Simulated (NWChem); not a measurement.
System: C₃H₅FSi; SMILES C#C[C@@H](F)[SiH3]

Here is an NWChem input.

```
start job
memory heap 200 mb stack 900 mb global 1100 mb
geometry units angstroms noautoz
  C      0.780149    -2.361501     0.171881
  C      0.178227    -1.337999    -0.124192
  C     -0.484283    -0.085844    -0.448899
  F     -1.716240     0.045025     0.218970
  Si     0.602530     1.426149     0.066903
  H      1.303850    -3.272581     0.425896
  H     -0.683907    -0.039918    -1.545304
  H     -0.147090     2.682781    -0.273788
  H      0.846784     1.350515     1.544320
  H      1.901298     1.381471    -0.688231
end
basis spherical
  * library 6-31g*
end
dft
  xc revpbe cpbe96
  iterations 150
  mulliken
end
task dft energy
```

Output (shortened):

```
             Northwest Computational Chemistry Package (NWChem) 7.3.0
             --------------------------------------------------------

 C1  symmetry detected

                             Geometry "geometry" -> ""
                             -------------------------

 Output coordinates in angstroms (scale by  1.889725989 to convert to a.u.)

  No.       Tag          Charge          X              Y              Z
 ---- ---------------- ---------- -------------- -------------- --------------
    1 C                    6.0000     0.71685125    -2.38341415     0.16919272
    2 C                    6.0000     0.15259596    -1.33858962    -0.12658310
    3 C                    6.0000    -0.46406326    -0.06304690    -0.45057144
    4 F                    9.0000    -1.69395461     0.10892323     0.21176327
    5 Si                  14.0000     0.67246813     1.40842588     0.07516737
    6 H                    1.0000     1.20707737    -3.31302249     0.42288507
    7 H                    1.0000    -0.65655951    -0.00692681    -1.54777634
    8 H                    1.0000    -0.03101123     2.69154100    -0.26521014
    9 H                    1.0000     0.90665155     1.31993032     1.55350028
   10 H                    1.0000     1.97257573     1.32051053    -0.67384059

 Effective nuclear repulsion energy (a.u.)     198.9576457884

  pbe96 is a nonlocal functional; adding pw91lda local functional.

                                 NWChem DFT Module
                                 -----------------

 Summary of "ao basis" -> "ao basis" (spherical)
 ------------------------------------------------------------------------------
       Tag                 Description            Shells   Functions and Types
 ---------------- ------------------------------  ------  ---------------------
 C                           6-31g*                  6       14   3s2p1d
 F                           6-31g*                  6       14   3s2p1d
 Si                          6-31g*                  8       18   4s3p1d
 H                           6-31g*                  2        2   2s

            General Information
            -------------------
          SCF calculation type: DFT
          Wavefunction type:  closed shell.
          No. of atoms     :    10
          No. of electrons :    46
           Alpha electrons :    23
            Beta electrons :    23
          Charge           :     0
          Spin multiplicity:     1
          Use of symmetry is: off; symmetry adaption is: off
          Maximum number of iterations: 150
          AO basis - number of functions:    84
                     number of shells:    42
          Convergence on energy requested:  1.00D-06
          Convergence on density requested:  1.00D-05
          Convergence on gradient requested:  5.00D-04

              XC Information
              --------------
                        RevPBE Exchange Functional  1.000
            Perdew 1991 LDA Correlation Functional  1.000 local
           PerdewBurkeErnz. Correlation Functional  1.000 non-local

             Grid Information
             ----------------
          Grid used for XC integration:  medium
          Radial quadrature: Mura-Knowles
          Angular quadrature: Lebedev.
          Tag              B.-S. Rad. Rad. Pts. Rad. Cut. Ang. Pts.
          ---              ---------- --------- --------- ---------
          C                   0.70       49          12.0       434
          F                   0.50       49          11.0       434
          Si                  1.10       88          11.0       590
          H                   0.35       45          13.0       434
          Grid pruning is: on
          Number of quadrature shells:   509
          Spatial weights used:  Erf1

      Superposition of Atomic Density Guess
      -------------------------------------

 Sum of atomic energies:        -503.66156468

      Non-variational initial energy
      ------------------------------

 Total energy =    -505.614099
 1-e energy   =   -1089.373784
 2-e energy   =     384.802039
 HOMO         =      -0.276980
 LUMO         =       0.021011

     ---------------------------------------------
      Total Density - Mulliken Population Analysis
     ---------------------------------------------

    Atom       Charge   Shell Charges
 -----------   ------   -------------------------------------------------------
    1 C    6     6.47   2.00  0.75  1.89  0.69  1.12  0.03
    2 C    6     5.91   2.00  0.74  1.86  0.51  0.77  0.04
    3 C    6     5.81   2.00  0.67  1.63  0.58  0.87  0.05
    4 F    9     9.51   2.00  0.95  3.41  1.02  2.13  0.01
    5 Si  14    13.62   2.00  2.00  5.97  1.00  1.69  0.32  0.53  0.11
    6 H    1     0.71   0.42  0.29
    7 H    1     0.79   0.46  0.33
    8 H    1     1.06   0.47  0.59
    9 H    1     1.06   0.47  0.59
   10 H    1     1.05   0.46  0.59

   convergence    iter        energy       DeltaE   RMS-Dens  Diis-err
 ---------------- ----- ----------------- --------- --------- ---------
 d= 0,ls=0.0,diis     1   -506.3169808997 -7.05D+02  2.05D-02  7.45D-01
 d= 0,ls=0.0,diis     2   -506.1972940675  1.20D-01  1.23D-02  2.13D+00
 d= 0,ls=0.0,diis     3   -506.3885802424 -1.91D-01  5.21D-03  1.51D-01
 d= 0,ls=0.0,diis     4   -506.3846371671  3.94D-03  2.91D-03  1.65D-01
 d= 0,ls=0.0,diis     5   -506.4057854410 -2.11D-02  6.62D-04  4.43D-03
  Resetting Diis
 d= 0,ls=0.0,diis     6   -506.4062289732 -4.44D-04  2.32D-04  4.57D-04
 d= 0,ls=0.0,diis     7   -506.4062911390 -6.22D-05  7.15D-05  6.68D-06
 d= 0,ls=0.0,diis     8   -506.4062900060  1.13D-06  4.28D-05  1.72D-05
 d= 0,ls=0.0,diis     9   -506.4062919556 -1.95D-06  1.33D-05  2.02D-06
 d= 0,ls=0.0,diis    10   -506.4062921811 -2.25D-07  4.22D-06  3.75D-07

         Total DFT energy =     -506.406292181063
      One electron energy =    -1092.656449186187
           Coulomb energy =      436.590964243208
    Exchange-Corr. energy =      -49.298453026524
 Nuclear repulsion energy =      198.957645788440

 Numeric. integr. density =       46.000011866977

                       DFT Final Molecular Orbital Analysis
                       ------------------------------------

 Vector   21  Occ=2.000000D+00  E=-2.792931D-01
              MO Center= -4.8D-01, -2.4D-01, -1.8D-02, r^2= 3.3D+00
   Bfn.  Coefficient  Atom+Function         Bfn.  Coefficient  Atom+Function
  ----- ------------  ---------------      ----- ------------  ---------------
    46      0.390560   4 F  py               50      0.280825   4 F  py
    19     -0.196235   2 C  pz               45      0.183937   4 F  px
    63      0.183891   5 Si px               32     -0.178930   3 C  py
    17     -0.172571   2 C  px               84      0.161873  10 H  s
    47      0.152490   4 F  pz               49      0.133955   4 F  px

 Vector   22  Occ=2.000000D+00  E=-2.495257D-01
              MO Center=  3.4D-01, -1.7D+00,  1.6D-02, r^2= 1.9D+00
   Bfn.  Coefficient  Atom+Function         Bfn.  Coefficient  Atom+Function
  ----- ------------  ---------------      ----- ------------  ---------------
    19     -0.294535   2 C  pz                5     -0.290424   1 C  pz
    17      0.285278   2 C  px                3      0.278617   1 C  px
     9     -0.181041   1 C  pz                7      0.179463   1 C  px
    23     -0.157515   2 C  pz               21      0.155629   2 C  px
    45      0.117064   4 F  px               46     -0.101730   4 F  py

 Vector   23  Occ=2.000000D+00  E=-2.245843D-01
              MO Center=  1.8D-01, -1.1D+00, -4.7D-02, r^2= 3.4D+00
   Bfn.  Coefficient  Atom+Function         Bfn.  Coefficient  Atom+Function
  ----- ------------  ---------------      ----- ------------  ---------------
     5      0.256597   1 C  pz                3      0.218424   1 C  px
    19      0.197401   2 C  pz               64      0.194146   5 Si py
     4      0.179942   1 C  py                9      0.178174   1 C  pz
    18      0.168424   2 C  py               78      0.160192   7 H  s
    17      0.157485   2 C  px               62     -0.156576   5 Si s

 Vector   24  Occ=0.000000D+00  E=-2.978451D-02
              MO Center=  9.5D-02, -9.1D-01, -8.9D-03, r^2= 4.0D+00
   Bfn.  Coefficient  Atom+Function         Bfn.  Coefficient  Atom+Function
  ----- ------------  ---------------      ----- ------------  ---------------
     7      0.384299   1 C  px               35     -0.320844   3 C  px
     3      0.309349   1 C  px               67     -0.309331   5 Si px
    48     -0.306968   4 F  s                21     -0.273311   2 C  px
    84      0.269746  10 H  s                17     -0.240630   2 C  px
     9     -0.230054   1 C  pz               45     -0.213353   4 F  px

 Vector   25  Occ=0.000000D+00  E=-2.080752D-03
              MO Center=  6.4D-01,  2.8D-01,  6.3D-04, r^2= 6.0D+00
   Bfn.  Coefficient  Atom+Function         Bfn.  Coefficient  Atom+Function
  ----- ------------  ---------------      ----- ------------  ---------------
    68      0.655386   5 Si py               67      0.534467   5 Si px
    34      0.495269   3 C  s                 9     -0.363937   1 C  pz
    69      0.353570   5 Si pz               36      0.308700   3 C  py
    22      0.289628   2 C  py               23      0.277179   2 C  pz
     5     -0.255643   1 C  pz               19      0.254827   2 C  pz

 Vector   26  Occ=0.000000D+00  E= 1.245439D-02
              MO Center=  4.7D-01, -6.5D-02, -1.4D-01, r^2= 5.7D+00
   Bfn.  Coefficient  Atom+Function         Bfn.  Coefficient  Atom+Function
  ----- ------------  ---------------      ----- ------------  ---------------
    34      0.842320   3 C  s                68      0.691208   5 Si py
    78     -0.522198   7 H  s                80     -0.487948   8 H  s
     9      0.337912   1 C  pz               69      0.316827   5 Si pz
    23     -0.292393   2 C  pz               62      0.255493   5 Si s
    19     -0.237202   2 C  pz               82     -0.233587   9 H  s

     ---------------------------------------------
      Total Density - Mulliken Population Analysis
     ---------------------------------------------

    Atom       Charge   Shell Charges
 -----------   ------   -------------------------------------------------------
    1 C    6     6.45   2.00  0.69  1.98  0.71  1.06  0.02
    2 C    6     5.70   2.00  0.69  2.01  0.47  0.51  0.03
    3 C    6     6.11   2.00  0.67  1.99  0.59  0.79  0.06
    4 F    9     9.30   2.00  0.94  3.28  1.05  2.02  0.02
    5 Si  14    13.70   2.00  2.00  5.96  1.03  1.94  0.26  0.37  0.14
    6 H    1     0.80   0.51  0.29
    7 H    1     0.82   0.53  0.29
    8 H    1     1.05   0.50  0.54
    9 H    1     1.03   0.50  0.53
   10 H    1     1.05   0.50  0.54

     -------------------------------------------
      Total Density - Lowdin Population Analysis
     -------------------------------------------

    Atom       Charge   Shell Charges
 -----------   ------   -------------------------------------------------------
    1 C    6     6.18   1.99  0.56  1.79  0.47  1.32  0.04
    2 C    6     6.05   1.99  0.55  1.80  0.40  1.24  0.07
    3 C    6     6.12   1.99  0.54  1.79  0.42  1.24  0.15
    4 F    9     9.15   1.99  0.94  3.16  0.84  2.19  0.03
    5 Si  14    13.77   2.00  1.98  5.88  0.73  1.74  0.39  0.87  0.18
    6 H    1     0.83   0.46  0.37
    7 H    1     0.85   0.50  0.35
    8 H    1     1.03   0.49  0.53
    9 H    1     1.02   0.49  0.53
   10 H    1     1.03   0.49  0.53

     Multipole analysis of the density
     ---------------------------------

     L   x y z        total         alpha         beta         nuclear
     -   - - -        -----         -----         ----         -------
     0   0 0 0     -0.000000    -23.000000    -23.000000     46.000000

     1   1 0 0      0.474771      0.237386      0.237386     -0.000000
     1   0 1 0     -0.104563     -0.052282     -0.052282      0.000000
     1   0 0 1     -0.291015     -0.145508     -0.145508      0.000000

     2   2 0 0    -28.847768    -91.690222    -91.690222    154.532677
     2   1 1 0     -1.409631     -0.742807     -0.742807      0.075982
     2   1 0 1      1.043532     -1.191919     -1.191919      3.427369
     2   0 2 0    -24.466816   -180.865047   -180.865047    337.263278
     2   0 1 1     -0.836997      0.449501      0.449501     -1.735999
     2   0 0 2    -26.976327    -26.845522    -26.845522     26.714716
```

Level: revPBE/6-31G* (spherical d). Coordinates come from a PBE-D3(BJ)/def2-SVP optimisation.
